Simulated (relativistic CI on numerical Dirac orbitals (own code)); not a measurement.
**Ligand-field terms of d7**

Computed with a parametric ligand-field model of a d^n configuration (Racah B and C, spin-orbit zeta, crystal field), exact diagonalisation.

Field parameters in Wybourne normalisation: Oh B⁴₀ = 21Dq, B⁴₄ = √(5/14) B⁴₀; Td as Oh with Dq negative (B⁴₀ = 21Dq, B⁴₄ = √(5/14) B⁴₀). The field is a parameter set, without covalency.

**Question.** Lowest levels for B = 860, C = 4000, ζ = 720 cm⁻¹, Td, 10Dq = -2200 cm⁻¹?

**Answer.** Γ8 0 (S 1.50), Γ8 1936 (S 1.50), Γ6 2222 (S 1.50), Γ8 2728 (S 1.50), Γ7 2792 (S 1.50), Γ6 3485 (S 1.50), Γ8 4187 (S 1.50), Γ7 4851 (S 1.50), Γ8 5112 (S 1.50) cm⁻¹, with S from ⟨S²⟩ = S(S + 1). The ground level has 3.87 electrons in the cubic e pair.

**Question.** Lowest levels for B = 570, C = 2350, ζ = 3800 cm⁻¹, Oh, 10Dq = 22200 cm⁻¹?

**Answer.** Γ8 0 (S 0.66), Γ6 8623 (S 1.47), Γ8 10466 (S 1.42), Γ7 15574 (S 1.49), Γ8 16166 (S 1.41), Γ8 19072 (S 0.65), Γ7 22949 (S 0.62), Γ8 23310 (S 0.63), Γ6 24250 (S 0.59) cm⁻¹, with S from ⟨S²⟩ = S(S + 1). The ground level has 1.18 electrons in the cubic e pair; its S is far from a half-integer, so spin-orbit coupling mixes spin states.

**Question.** Lowest levels for B = 830, C = 3420, ζ = 490 cm⁻¹, Td, 10Dq = -10000 cm⁻¹?

**Answer.** Γ8 0 (S 1.50), Γ8 9804 (S 1.49), Γ6 9900 (S 1.50), Γ8 10113 (S 1.50), Γ7 10242 (S 1.50), Γ6 15570 (S 1.42), Γ8 15764 (S 1.29), Γ8 15973 (S 0.67), Γ7 16338 (S 1.49) cm⁻¹, with S from ⟨S²⟩ = S(S + 1). The ground level has 4.00 electrons in the cubic e pair.

**Question.** Lowest levels for B = 820, C = 3780, ζ = 800 cm⁻¹, Oh, 10Dq = 27000 cm⁻¹?

**Answer.** Γ8 0 (S 0.52), Γ6 8428 (S 1.50), Γ8 8924 (S 1.50), Γ7 9786 (S 1.50), Γ8 9851 (S 1.49), Γ8 24168 (S 0.51), Γ6 24796 (S 0.51), Γ8 25191 (S 0.52), Γ7 25526 (S 0.51) cm⁻¹, with S from ⟨S²⟩ = S(S + 1). The ground level has 1.04 electrons in the cubic e pair.

**Question.** Lowest levels for B = 1010, C = 4410, ζ = 480 cm⁻¹, Oh, 10Dq = 9900 cm⁻¹?

**Answer.** Γ6 0 (S 1.50), Γ8 323 (S 1.50), Γ8 848 (S 1.50), Γ7 920 (S 1.50), Γ6 9107 (S 1.50), Γ8 9137 (S 1.50), Γ8 9248 (S 1.50), Γ7 9422 (S 1.50), Γ8 11317 (S 0.51) cm⁻¹, with S from ⟨S²⟩ = S(S + 1). The ground level has 2.08 electrons in the cubic e pair.
